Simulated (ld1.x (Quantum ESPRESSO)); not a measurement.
**u(r) = r·R(r): atom against pseudo-atom (Tc (Z = 43))**

Columns: radius, all-electron u(r) and pseudo u(r) of the 4p shell (level -75.46 eV) of technetium in the configuration [Ar] 3d10 4s2 4p6 4d4 5s0 5p0; PW91, scalar-relativistic, TM scheme, ld1.x (Quantum ESPRESSO) 7.5.

```json
{"r (bohr)": "0.103", "all-electron": "0.3036", "pseudo": "0.0201"}
{"r (bohr)": "0.205", "all-electron": "-0.3040", "pseudo": "0.0791"}
{"r (bohr)": "0.308", "all-electron": "-0.5629", "pseudo": "0.1759"}
{"r (bohr)": "0.410", "all-electron": "-0.3615", "pseudo": "0.3049"}
{"r (bohr)": "0.513", "all-electron": "0.0336", "pseudo": "0.4615"}
{"r (bohr)": "0.615", "all-electron": "0.4238", "pseudo": "0.6306"}
{"r (bohr)": "0.718", "all-electron": "0.7311", "pseudo": "0.7969"}
{"r (bohr)": "0.820", "all-electron": "0.9302", "pseudo": "0.9343"}
{"r (bohr)": "0.923", "all-electron": "1.0342", "pseudo": "1.0244"}
{"r (bohr)": "1.025", "all-electron": "1.0614", "pseudo": "1.0555"}
{"r (bohr)": "1.128", "all-electron": "1.0342", "pseudo": "1.0328"}
{"r (bohr)": "1.230", "all-electron": "0.9725", "pseudo": "0.9724"}
{"r (bohr)": "1.332", "all-electron": "0.8911", "pseudo": "0.8911"}
{"r (bohr)": "1.435", "all-electron": "0.7998", "pseudo": "0.7998"}
{"r (bohr)": "1.538", "all-electron": "0.7069", "pseudo": "0.7069"}
{"r (bohr)": "1.640", "all-electron": "0.6181", "pseudo": "0.6181"}
{"r (bohr)": "1.743", "all-electron": "0.5345", "pseudo": "0.5345"}
{"r (bohr)": "1.845", "all-electron": "0.4590", "pseudo": "0.4590"}
{"r (bohr)": "1.948", "all-electron": "0.3911", "pseudo": "0.3911"}
{"r (bohr)": "2.050", "all-electron": "0.3317", "pseudo": "0.3317"}
{"r (bohr)": "2.153", "all-electron": "0.2795", "pseudo": "0.2795"}
{"r (bohr)": "2.255", "all-electron": "0.2349", "pseudo": "0.2349"}
{"r (bohr)": "2.358", "all-electron": "0.1964", "pseudo": "0.1964"}
{"r (bohr)": "2.460", "all-electron": "0.1639", "pseudo": "0.1639"}
{"r (bohr)": "2.562", "all-electron": "0.1364", "pseudo": "0.1364"}
{"r (bohr)": "2.665", "all-electron": "0.1130", "pseudo": "0.1130"}
```

Problem. How many radial nodes do the two functions have?

Solution. The all-electron 4p function has n − l − 1 = 2; the pseudo-wave has 0, since the states of the same l below it are removed with the core.

Problem. At about which radius was the pseudo-wave matched?

Solution. 1.35 bohr. The columns agree to 0.0005 from 1.23 bohr on; several derivatives are matched, so the curves merge somewhat inside the radius.

Problem. Where does each function peak?

Solution. Outermost all-electron maximum near 1.02 bohr, pseudo maximum near 1.02 bohr (to the table’s step).

Problem. Is the pseudo-wave norm-conserving?

Solution. Yes: the TM scheme keeps the norm inside the radius equal to the all-electron one, which fixes the energy derivative of the logarithmic derivative at the level.
